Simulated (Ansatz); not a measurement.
One geometry of H5NSn (`[NH2][SnH3]`), several functionals.

```yaml
crystal:
  periodic: [false, false, false]
  atoms:
    - {symbol: N, position_ang: [-0.499637, -1.183300, 0.116576]}
    - {symbol: Sn, position_ang: [0.136845, 0.730376, -0.135610]}
    - {symbol: H, position_ang: [-0.001830, -1.844464, -0.466461]}
    - {symbol: H, position_ang: [-0.413715, -1.504861, 1.072661]}
    - {symbol: H, position_ang: [-0.115787, 1.092762, -1.781747]}
    - {symbol: H, position_ang: [-0.836268, 1.684426, 0.887996]}
    - {symbol: H, position_ang: [1.791692, 0.957062, 0.260883]}
basis:
  gaussian: {orbitals: def2-TZVPP}
hamiltonian: {xc: {name: B3LYP}, dispersion: d4}
output: {forces: true, orbitals: {seedname: orbitals}}
```

```sh
$ ansatz run in.yaml --threads 2 --pin off --events-out ev --progress --plain
```

Shortened log:

```
Functional definition: B3LYP
882 factors; their error is unknown
mean field evaluation 1: about -7397.0458 eV, gradient 6.6e1 eV
mean field evaluation 2: about -7369.3596 eV, gradient 1.2e2 eV
mean field evaluation 4: about -7405.2666 eV, gradient 4.3e0 eV
mean field evaluation 8: about -7405.2968 eV, gradient 5.5e-2 eV
mean field evaluation 16: about -7405.3560 eV, gradient 1.1e-5 eV
mean field -7405.35604389 eV, -272.1418150822 hartree, gradient 1.1e-5 eV, S^2 0.000000; 0 other end points of the search recorded, 0 dependent functions left out
reference -7405.35630608 eV, -272.1418247175 hartree; 17, 17 occupied and 134, 134 virtual orbitals, 882 factors
Total energy: -7405.51332149 eV, -272.1475949275 hartree
Atom 0 at    -0.499637    -1.183300     0.116576 Å, force    -0.067692    -0.235850     0.033753 eV/Å
Atom 1 at     0.136845     0.730376    -0.135610 Å, force     0.075203     0.232835    -0.031084 eV/Å
Atom 2 at    -0.001830    -1.844464    -0.466461 Å, force    -0.011454    -0.026157     0.005624 eV/Å
Atom 3 at    -0.413715    -1.504861     1.072661 Å, force    -0.010209    -0.027068     0.000391 eV/Å
Atom 4 at    -0.115787     1.092762    -1.781747 Å, force    -0.011414     0.011138    -0.057726 eV/Å
Atom 5 at    -0.836268     1.684426     0.887996 Å, force    -0.036467     0.031767     0.035321 eV/Å
Atom 6 at     1.791692     0.957062     0.260883 Å, force     0.062031     0.013335     0.013721 eV/Å
Dipole moment:     0.202966    -0.063408     0.068280 e Å
```

Run time 2.7 s (2 threads of a server CPU on a shared host); peak host memory 0.26 GiB.

The same input with `hamiltonian: {xc: {name: revPBE}, dispersion: d4}` and no forces (abridged; 1.5 s):

```
Functional definition: revPBE
mean field evaluation 16: about -7403.9059 eV, gradient 8.7e-5 eV
mean field -7403.90592755 eV, -272.0885242897 hartree, gradient 8.7e-5 eV, S^2 0.000000
Total energy: -7404.18868389 eV, -272.0989153936 hartree
```

The same input with `hamiltonian: {xc: {name: r2SCANh}, dispersion: d4}` and no forces (abridged; 3.6 s):

```
Functional definition: r2SCANh
mean field evaluation 16: about -7404.0146 eV, gradient 7.6e-5 eV
mean field -7404.01458002 eV, -272.0925171944 hartree, gradient 7.6e-5 eV, S^2 0.000000
Total energy: -7404.03801243 eV, -272.0933783197 hartree
```

The same input with `hamiltonian: {xc: pbe, dispersion: d4}` (abridged; 1.8 s):

```
Functional definition: PBE
mean field evaluation 16: about -7400.9323 eV, gradient 1.7e-4 eV
mean field -7400.93233246 eV, -271.9792466857 hartree, gradient 1.5e-5 eV, S^2 0.000000
Total energy: -7401.02883686 eV, -271.9827931573 hartree
Atom 0 force    -0.394823    -0.033979    -0.098345 eV/Å
Atom 1 force     0.107758     0.200578    -0.015276 eV/Å
Atom 2 force     0.186746    -0.220377    -0.187208 eV/Å
Atom 3 force     0.050066    -0.107562     0.322999 eV/Å
Atom 4 force    -0.032743     0.028168    -0.167049 eV/Å
Atom 5 force    -0.105819     0.088235     0.103920 eV/Å
Atom 6 force     0.188815     0.044937     0.040960 eV/Å
Dipole moment:     0.187148    -0.078319     0.067333 e Å
```

With the line `hamiltonian: {xc: {name: B97M-V}}` and no forces (abridged; 7 s):

```
Functional definition: B97M-V
mean field evaluation 16: about -7403.0703 eV, gradient 1.5e-4 eV
mean field -7403.07033530 eV, -272.0578168411 hartree, gradient 1.5e-5 eV, S^2 0.000000
Total energy: -7403.07040615 eV, -272.0578194448 hartree
```

The same input with `hamiltonian: {xc: {name: BLYP}, dispersion: d4}` and no forces (abridged; 1.6 s):

```
Functional definition: BLYP
mean field evaluation 16: about -7400.9017 eV, gradient 2.0e-5 eV
mean field -7400.90167483 eV, -271.9781200388 hartree, gradient 2.0e-5 eV, S^2 0.000000
Total energy: -7401.11479137 eV, -271.9859519269 hartree
```

B3LYP takes the VWN-RPA correlation (the form of Gaussian; ORCA's B3LYP/G).
